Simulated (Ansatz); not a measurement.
Cost and result for the atomization energy of C2H10B2Si, SMILES `CBB(C)[SiH3]` (15 atoms, 14 bonds).

| atom | x (Å) | y (Å) | z (Å) |
| --- | --- | --- | --- |
| C1 | 1.449 | 0.476 | -1.770 |
| B2 | 0.067 | -0.058 | -1.260 |
| B3 | -0.356 | -0.431 | 0.266 |
| C4 | -0.281 | -1.741 | 1.112 |
| Si5 | -1.070 | 1.250 | 1.180 |
| H6 | 1.335 | 1.398 | -2.350 |
| H7 | 1.827 | -0.265 | -2.488 |
| H8 | 2.217 | 0.626 | -1.010 |
| H9 | -0.828 | -0.099 | -2.073 |
| H10 | 0.718 | -1.699 | 1.576 |
| H11 | -0.993 | -1.815 | 1.937 |
| H12 | -0.302 | -2.662 | 0.525 |
| H13 | -2.487 | 1.027 | 1.590 |
| H14 | -0.271 | 1.506 | 2.415 |
| H15 | -1.026 | 2.487 | 0.352 |

Total charge 0; spin multiplicity 1. The structure was optimised at the PBE0-D4/def2-TZVP level. It is one conformer, not always the lowest. Program: Ansatz. All runs use 4 threads of an Arm Neoverse V2 on a shared host. Times are those of one run each, without the atoms' runs, and a repeat can differ threefold. Electronic energies, without spin–orbit coupling; frozen cores. CCSD(T)/CBS adds CCSD(T) − MP2 in def2-TZVPP to the MP2 limit, and its time is that of the two runs behind it. T1 = 0.013. B3LYP takes the VWN-RPA correlation (the form of Gaussian; ORCA's B3LYP/G).

CCSD(T)/CBS is a level of theory with its own doubt, some kJ/mol a heavy atom from the limit and from the frozen cores, so smaller differences don't rank the functionals.

```tsv
level	functions	wall time	atomization (kcal/mol)	difference from CCSD(T)/CBS	per bond
PBE-D4/def2-TZVPP (with forces)	306	3.3 s	1287.3	19.7	1.4
PBE0-D4/def2-TZVPP	306	3.9 s	1279.3	11.7	0.8
r2SCAN-D4/def2-TZVPP (with forces)	306	6 s	1282.4	14.8	1.1
B3LYP-D4/def2-TZVPP (with forces)	306	6.5 s	1279.3	11.7	0.8
B2PLYP/def2-TZVPP	306	8 s	1261.9	-5.7	-0.4
ωB97X-V/def2-TZVPP	306	10 s	1277.8	10.2	0.7
ωB97M-V/def2-TZVPP (with forces)	306	16 s	1277.2	9.6	0.7
MP2/def2-QZVPP	598	37 s	1261.9	-5.7	-0.4
CCSD(T)/def2-TZVPP	306	17 min	1242.3	-25.3	-1.8
CCSD(T)/CBS(def2)	–	18 min	1267.6	0.0	0.0
```

The D4 term adds +10.7 kcal/mol with B3LYP and +5.8 kcal/mol with PBE0; it sums over pairs of atoms, weighted by their polarisabilities, and B3LYP, whose exchange is more repulsive, gets the larger term. From PBE to PBE0 (25 % exact exchange), in def2-TZVPP and without D4, the atomization energy moves by −7.0 kcal/mol: exact exchange takes away binding that semilocal exchange gives to molecules. In def2-TZVPP, CCSD(T) changes the Hartree–Fock value by +249.6 kcal/mol (the triples alone add +12.0 kcal/mol) and MP2 by +254.4 kcal/mol; breaking electron pairs costs correlation energy, which Hartree–Fock lacks.
